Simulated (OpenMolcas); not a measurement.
**3d ions of charge +3 along the row**

```json
{
 "Program": "OpenMolcas",
 "Method": "SS-CASPT2, IPEA 0.25 Eh, imaginary shift 0.1 Eh",
 "Basis": "ANO-R3",
 "Scalar Hamiltonian": "X2C, finite nucleus",
 "Spin-orbit coupling": "state interaction with AMFI integrals over the reference wave functions, term energies averaged over their components"
}
```

Active space: the 3d shell; CASPT2 also correlates the outermost closed s and p core shells.

B and C come from two terms' centres of gravity (d2, d8: 3P = 15B, 1G = 12B + 2C; d3, d7: 4P = 15B, 2G = 4B + 3C; d4, d6: 3G = 9B + 4C, 3H = 4B + 4C; d5: 4D = 17B + 5C, 4G = 10B + 5C, above the ground term), where all their levels are at least 80 % pure. ζ = ±2S·A comes from the whole width of the ground multiplet by E(J) = (A/2) J(J+1), where its levels are at least 85 % pure. Energies in cm-1.

| Ion | Configuration | Lowest level | Weight (%) | B | B measured | C | C measured | ζ | ζ measured |
| --- | --- | --- | --- | --- | --- | --- | --- | --- | --- |
| V3+ | 3d2 | 3F2 | 100 | 906 |  | 3603 |  | 217 | 210 |
| Cr3+ | 3d3 | 4F 3/2 | 100 | 954 | 917 | 3636 | 3677 | 283 | 270 |
| Mn3+ | 3d4 | 5D0 | 100 | 884 | 839 | 4329 | 4401 | 381 | 354 |
| Fe3+ | 3d5 | 6S 5/2 | 100 | 961 |  | 4656 |  |  |  |
| Co3+ | 3d6 | 5D4 | 100 | 1104 |  | 4723 |  | 589 | 597 |
| Ni3+ | 3d7 | 4F 9/2 | 100 | 1165 | 1146 | 4666 | 4863 | 737 | 749 |
| Cu3+ | 3d8 | 3F4 | 100 | 1244 | 1237 | 5206 | 5357 | 871 | 879 |

Measured columns use the levels in Sugar and Corliss, J. Phys. Chem. Ref. Data 7, 1191 (1978) (V3+); Sugar and Corliss, J. Phys. Chem. Ref. Data 6, 317 (1977) (Cr3+); Corliss and Sugar, J. Phys. Chem. Ref. Data 6, 1253 (1977) (Mn3+); Sugar and Corliss, J. Phys. Chem. Ref. Data 10, 1097 (1981) (Co3+); Corliss and Sugar, J. Phys. Chem. Ref. Data 10, 197 (1981) (Ni3+); Sugar and Musgrove, J. Phys. Chem. Ref. Data 19, 527 (1990) (Cu3+).

The computed B goes from 906 (V3+) to 1244 cm-1 (Cu3+), a factor of 1.37, though not at every step. It departs from the measured column by +1 to +5 %. The Trees term is left out, which lowers the B read from the levels of every ion, most for d4 to d6. The pair of terms that fixes B changes along the row, so steps between ions also reflect that choice.

The computed ζ goes from 217 (V3+) to 871 cm-1 (Cu3+), a factor of 4.01, rising at every step. It departs from the measured column by -2 to +8 %.

CASPT2 breaks the degeneracy within a term, and the mean is taken; among the low terms the widest spread is 1200 cm-1 (3d7 2H, Ni3+). The CASPT2 spread within a term exceeds the gap to the next term for 3d3 2D(1) and 3d3 2P, 3d3 2P and 3d3 2H, so the order of their levels is uncertain, and so are names and mixing where such terms share a J (figures for Cr3+; the like holds for Mn3+, Co3+, Ni3+). Some levels mix across a computed gap that differs much from the measured one, so their mixing is not that of the real levels (holds for Ni3+). Measured partners are found by configuration, term and J. A level has none where our copy of the source lacks it or the pairing is in doubt (some pairs that miss far off the trend of their configuration count as doubtful), and it then counts in no deviation. Levels of configurations outside the active space are missing.

A number in round brackets counts repeated terms of one configuration in the order of the reference energies.
